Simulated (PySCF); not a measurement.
PySCF 2.14 output of an unrestricted LC-wPBE calculation on a single atom or ion in x2c-TZVPPall with one added diffuse shell each of s, p, d type (6s6p4d1f, 51 functions), with scalar relativity by spin-free X2C-1e:

```
SCF conv_tol = 1e-09
number electrons alpha = 8  beta = 6
    O. A. Vydrov and G. E. Scuseria.,  J. Chem. Phys. 125, 234109 (2006)
cycle= 1 E= -289.626496313132  delta_E= -0.00854  |g|= 0.0242  |ddm|= 0.122
cycle= 2 E= -289.62692295849  delta_E= -0.000427  |g|= 0.00842  |ddm|= 0.0353
cycle= 3 E= -289.626985146271  delta_E= -6.22e-05  |g|= 0.00329  |ddm|= 0.0135
cycle= 4 E= -289.62700345318  delta_E= -1.83e-05  |g|= 0.000524  |ddm|= 0.011
cycle= 5 E= -289.627004310817  delta_E= -8.58e-07  |g|= 0.000115  |ddm|= 0.00292
cycle= 6 E= -289.627004363343  delta_E= -5.25e-08  |g|= 2.63e-05  |ddm|= 0.000793
cycle= 7 E= -289.627004366166  delta_E= -2.82e-09  |g|= 1.4e-06  |ddm|= 0.000216
cycle= 8 E= -289.627004366169  delta_E= -3.35e-12  |g|= 1.57e-07  |ddm|= 3.62e-06
converged SCF energy = -289.627004366169  <S^2> = 2.0066029  2S+1 = 3.0043987
```

The run itself started from symmetry-adapted Hartree-Fock orbitals and held the occupation by maximum overlap, on a logarithmic radial grid, so the iterations belong to that start.

Which element, charge and spin multiplicity is this?

Si (silicon, neutral), multiplicity 3; the state was [Ne] 3s2 3p1 3d1, one real determinant (an excited configuration).

⟨L²⟩ = 8.02 against 12 for a pure F term, so this real determinant mixes terms. The outer electron is Rydberg-like, and this basis confines it to a smaller radius and binds it less than a complete one would.
